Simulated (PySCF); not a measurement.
Ground-state electric properties of a mixed set of molecules.

All values: PBE0/def2-SVPD (PySCF) at GFN2-xTB geometries, gas phase, one conformer each. Core orbitals are frozen in the response; Δα² is half the sum of the squared differences of the principal polarisabilities.

(1) Rank by mean static polarisability, lowest first.
A. `[SiH3]N([SiH3])[SiH3]`
B. `FC(F)C1=COC=CC1`
C. `[SiH3][SiH2][SiH2]N`
D. `C=C(C)[Si@H](Cl)C[SiH3]`
E. `[SiH3]c1cscp1`
F. `CCC[SiH](N)N`

(2) Rank by HOMO energy, highest first.
A. `C=C(C)[Si@H](Cl)C[SiH3]`
B. `FC(F)OC1C=CC=C1`
C. `CC(=O)O[SiH2]OC(C)=O`
D. `FC(F)C1=COC=CC1`
E. `[SiH3]N([SiH3])[SiH3]`
F. `C=CC[SiH2][SiH2]CCl`

(3) Rank by HOMO–LUMO gap, lowest first.
A. `FC(F)C1=COC=CC1`
B. `[SiH3][SiH2][SiH2]N`
C. `CCC[SiH](N)N`
D. `C=C(C)[Si@H](Cl)C[SiH3]`
E. `C(C=C)[SiH2][SiH2]CCl`
F. `[SiH3]c1cscp1`

Answers

(1) B (10.62 Å³), F (11.91 Å³), A (12.68 Å³), C (14.41 Å³), E (15.27 Å³), D (16.75 Å³).

(2) D (-6.62 eV), B (-6.97 eV), F (-7.29 eV), E (-7.55 eV), A (-7.76 eV), C (-8.40 eV).

(3) F (5.59 eV), A (6.09 eV), B (6.73 eV), E (7.07 eV), D (7.25 eV), C (7.63 eV).

All values together:

| SMILES | formula | μ (D) | HOMO (eV) | LUMO (eV) | α (Å³) | Δα (Å³) | electrons | α per electron (Å³) |
| --- | --- | --- | --- | --- | --- | --- | --- | --- |
| C=C(C)[Si@H](Cl)C[SiH3] | C4H11ClSi2 | 1.67 | -7.76 | -0.51 | 16.75 | 3.64 | 80 | 0.209 |
| FC(F)C1=COC=CC1 | C6H6F2O | 2.62 | -6.62 | -0.53 | 10.62 | 4.50 | 68 | 0.156 |
| N[SiH2][SiH2][SiH3] | H9NSi3 | 1.19 | -7.40 | -0.67 | 14.41 | 4.83 | 58 | 0.248 |
| CC(=O)O[SiH2]OC(C)=O | C4H8O4Si | 3.85 | -8.40 | -0.30 | 12.38 | 4.96 | 78 | 0.159 |
| FC(F)OC1C=CC=C1 | C6H6F2O | 3.23 | -6.97 | -1.50 | 10.77 | 4.77 | 68 | 0.158 |
| [SiH3]c1cscp1 | C3H5PSSi | 1.22 | -7.07 | -1.49 | 15.27 | 7.89 | 68 | 0.225 |
| [SiH3]N([SiH3])[SiH3] | H9NSi3 | 0.02 | -7.55 | -0.34 | 12.68 | 2.30 | 58 | 0.219 |
| C=CC[SiH2][SiH2]CCl | C4H11ClSi2 | 1.73 | -7.29 | -0.22 | 17.41 | 1.80 | 80 | 0.218 |
| CCC[SiH](N)N | C3H12N2Si | 0.49 | -7.00 | 0.62 | 11.91 | 3.02 | 58 | 0.205 |

Conformers: `[CH2:1]=[C:2]([CH3:3])[Si@H:4]([Cl:5])[CH2:6][SiH3:7]` with C1–C2–Si4–Cl5 139°, C2–Si4–C6–Si7 67°; `[F:1][CH:2]([F:3])[C:4]1=[CH:5][O:6][CH:7]=[CH:8][CH2:9]1` with F1–C2–C4–C5 -105°; `[NH2:1][SiH2:2][SiH2:3][SiH3:4]` with H–N1–Si2–Si3 51° and -171°, N1–Si2–Si3–Si4 20°; `[CH3:1][C:2](=[O:3])[O:4][SiH2:5][O:6][C:7]([CH3:8])=[O:9]` with C1–C2–O4–Si5 180°, C2–O4–Si5–O6 180°, O4–Si5–O6–C7 180°, Si5–O6–C7–C8 180°; `[F:1][CH:2]([F:3])[O:4][CH:5]1[CH:6]=[CH:7][CH:8]=[CH:9]1` with F1–C2–O4–C5 -170°, C2–O4–C5–C6 77°; `[CH2:1]=[CH:2][CH2:3][SiH2:4][SiH2:5][CH2:6][Cl:7]` with C1–C2–C3–Si4 104°, C2–C3–Si4–Si5 -64°, C3–Si4–Si5–C6 69°, Si4–Si5–C6–Cl7 51°; `[CH3:1][CH2:2][CH2:3][SiH:4]([NH2:5])[NH2:6]` with C1–C2–C3–Si4 -177°, C2–C3–Si4–N5 -64°, C3–Si4–N5–H 54° and -172°, C3–Si4–N6–H 74° and -60°.

Problem. How closely does the mean polarisability follow the number of electrons in this set?

Solution. The correlation coefficient is 0.48; α per electron runs from 0.156 to 0.248 Å³.
